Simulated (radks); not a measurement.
Problem. Neutral holmium: order these configurations by energy. Method: scalar-relativistic Kohn-Sham, BLYP, spin-polarised, spherical densities, finite nucleus; Fermi nuclear charge, rms radius of each element as measured or else 0.836 A^(1/3) + 0.57 fm; computed with a radial shooting solver on a logarithmic mesh with Libxc functionals. Open shells are filled with parallel spins first. [Xe] 4f10 5d1 6s2; [Xe] 4f10 6s2 6p1; [Xe] 4f11 5d1 6s1; [Xe] 4f11 6s1 6p1; [Xe] 4f11 6s2.

Solution. From the lowest, in eV above it: [Xe] 4f11 6s2 0.000; [Xe] 4f11 5d1 6s1 2.380; [Xe] 4f11 6s1 6p1 2.402; [Xe] 4f10 5d1 6s2 2.757; [Xe] 4f10 6s2 6p1 4.389.
